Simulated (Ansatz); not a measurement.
`C[O][Ge]([CH3])([OH])[OH]` + `CO[Si](F)(F)S` → `CO[Si](F)(F)SC` + `[CH3][Ge]([OH])([OH])[OH]`  (substitution at a C–O bond)

Program: Ansatz. Geometries: PBE0-D4/def2-TZVP. ΔE: electronic, gas phase. CCSD(T)/CBS is the MP2 limit (def2-TZVPP, def2-QZVPP) plus CCSD(T) − MP2 in def2-TZVPP, frozen cores. Functionals use def2-TZVPP. For Ge outer-core shells are correlated without core-valence functions, which leaves a few kJ/mol of doubt a bond. Scalar relativity is left out up to krypton. Each species was taken in one conformer, which may not be the lowest.

`C[O][Ge]([CH3])([OH])[OH]`:

Z-matrix (Å, degrees):
```
C
O 1 1.409
H 1 1.092 2 108.1
H 1 1.096 2 112.0 3 119.3
H 1 1.098 2 111.9 3 -118.7
Ge 2 1.775 1 120.2 3 -173.6
O 6 1.766 2 101.9 1 172.6
C 6 1.924 2 114.7 1 -64.3
O 6 1.770 2 109.9 1 56.2
H 7 0.961 6 110.4 2 -2.6
H 8 1.090 6 109.2 2 -170.3
H 8 1.090 6 109.9 2 70.3
H 8 1.090 6 110.0 2 -50.4
H 9 0.960 6 112.3 2 72.3
```

`CO[Si](F)(F)S`:

Z-matrix (Å, degrees):
```
C
O 1 1.418
H 1 1.093 2 111.3
H 1 1.090 2 107.8 3 119.5
H 1 1.093 2 110.5 3 -121.5
Si 2 1.608 1 126.3 3 45.5
F 6 1.582 2 112.4 1 72.7
F 6 1.586 2 108.5 1 -43.4
S 6 2.095 2 110.7 1 -168.0
H 9 1.344 6 92.3 2 48.4
```

`CO[Si](F)(F)SC`:

Z-matrix (Å, degrees):
```
C
O 1 1.415
H 1 1.094 2 111.4
H 1 1.093 2 110.6 3 121.5
H 1 1.090 2 107.8 3 -119.4
Si 2 1.607 1 126.7 3 -48.8
F 6 1.579 2 106.9 1 -174.3
F 6 1.588 2 111.9 1 -59.8
S 6 2.094 2 110.7 1 62.5
C 9 1.821 6 99.8 2 -168.5
H 10 1.089 9 110.9 6 -66.1
H 10 1.089 9 106.2 6 175.5
H 10 1.088 9 110.9 6 56.8
```

`[CH3][Ge]([OH])([OH])[OH]`:

```xyz
11

C    -1.076   -0.084   -1.252
Ge    0.174    0.014    0.203
O     1.782   -0.557   -0.283
O    -0.348   -0.979    1.576
O     0.356    1.677    0.791
H    -1.022   -1.070   -1.715
H    -2.086    0.084   -0.879
H    -0.834    0.676   -1.994
H     2.459    0.085   -0.054
H     0.355   -1.567    1.865
H     0.239    1.722    1.743
```

```json
{"species": "`C[O][Ge]([CH3])([OH])[OH]`", "B2PLYP energy (Eh)": "-2383.33942"}
{"species": "`CO[Si](F)(F)S`", "B2PLYP energy (Eh)": "-1003.05607"}
{"species": "`CO[Si](F)(F)SC`", "B2PLYP energy (Eh)": "-1042.34089"}
{"species": "`[CH3][Ge]([OH])([OH])[OH]`", "B2PLYP energy (Eh)": "-2344.07114"}
```

(1) Work out ΔE.

Largest T1 diagnostic among the species: 0.012.

## Answers

(1) ΔE = (-1042.34089) + (-2344.07114) − (-2383.33942) − (-1003.05607) = -0.01654 Eh = -10.4 kcal/mol. CCSD(T)/CBS gives -11.4 kcal/mol.

In def2-TZVPP, CCSD(T) changes the Hartree–Fock value by −1.7 kcal/mol (the triples alone add −0.4 kcal/mol) and MP2 by −3.3 kcal/mol.
